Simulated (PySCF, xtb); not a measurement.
Si(H)2(Me)(OH) (CH₆OSi), SMILES O[SiH2]C.

GFN2-xTB in xtb 6.7.1 at its own geometry gives an orbital gap of 6.52 eV and a dipole moment of 1.59 D.

Geometry: B3LYP-D3(BJ)/def2-TZVP. One conformer was computed; it need not be the lowest.

Q: What does PySCF with r2SCAN/def2-TZVPD give? (Estimate from the structure and the level; the computed values follow.)

A: gap 7.16 eV (levels -7.31 and -0.15 eV), dipole 1.64 D.
